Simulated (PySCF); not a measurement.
Energy of Rh⁺ (rhodium, charge +1) between two integer charges

The 4d beta orbital of [Kr] 4d8 is emptied in steps (occupation f), with all orbitals relaxed, ending at [Kr] 4d7. All numbers are calculated (PySCF 2.14, a scalar-relativistic core potential, in aug-cc-pVDZ-PP with ECP28MDF). The exact energy is a straight line in f; departures are measured from the line between the end points of the same method.

| f | BHandHLYP (eV) | wB97X (eV) | r2SCAN0 (eV) |
| --- | --- | --- | --- |
| 1 | 0.000 | 0.000 | 0.000 |
| 0.8 | -0.326 | -0.212 | -0.562 |
| 0.6 | -0.498 | -0.327 | -0.845 |
| 0.4 | -0.506 | -0.335 | -0.846 |
| 0.2 | -0.344 | -0.227 | -0.564 |
| 0 | 0.000 | 0.000 | 0.000 |

Problem. For BHandHLYP, how does the orbital energy at f = 1 compare with the removal energy?

Solution. −ε = 16.098 eV against a total-energy difference of 18.096 eV. By Janak's theorem ε = ∂E/∂f, so the gap between them reflects the curvature. Along the path −ε is 16.844 (f = 0.8), 17.638 (f = 0.6), 18.474 (f = 0.4), 19.353 (f = 0.2) eV.

| method | E(f=0) − E(f=1) (eV) | −ε at f=1 (eV) | −ε at f=0.4 (eV) |
| --- | --- | --- | --- |
| BHandHLYP | 18.096 | 16.098 | 18.474 |
| wB97X | 18.298 | 17.009 | 18.541 |
| r2SCAN0 | 18.140 | 14.642 | 18.843 |

Reference removal energy between the ground levels: 18.08 eV (semi-empirical (NIST evaluation); NIST Atomic Spectra Database, ionization energies). The calculation has no spin-orbit coupling. The determinant left behind need not be the lowest term of the ion.
